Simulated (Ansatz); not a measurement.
(1) Predict a relaxed structure of `N#CC1=C(c2cccnc2)C2C=CC1C2`, charge 0, singlet, at r2SCAN-D4/def2-SVP (Ansatz).

## Answers

(1) 
Cartesian coordinates in Å:
```
N 0.500 -2.663 -2.441
C 0.132 -2.110 -1.477
C -0.337 -1.478 -0.310
C -0.251 -0.163 0.059
C 0.335 0.970 -0.637
C 0.614 0.960 -2.021
C 1.191 2.084 -2.602
C 1.475 3.192 -1.794
N 1.224 3.225 -0.482
C 0.669 2.148 0.070
C -0.834 -0.100 1.488
C 0.128 -0.882 2.397
C 0.054 -2.170 2.030
C -0.958 -2.251 0.878
C -1.954 -1.161 1.343
H 0.373 0.085 -2.631
H 1.415 2.108 -3.672
H 1.927 4.093 -2.227
H 0.488 2.203 1.151
H -1.127 0.900 1.831
H 0.788 -0.428 3.138
H 0.639 -3.012 2.403
H -1.346 -3.247 0.628
H -2.705 -0.903 0.579
H -2.438 -1.400 2.302
```
 This is one stationary point.
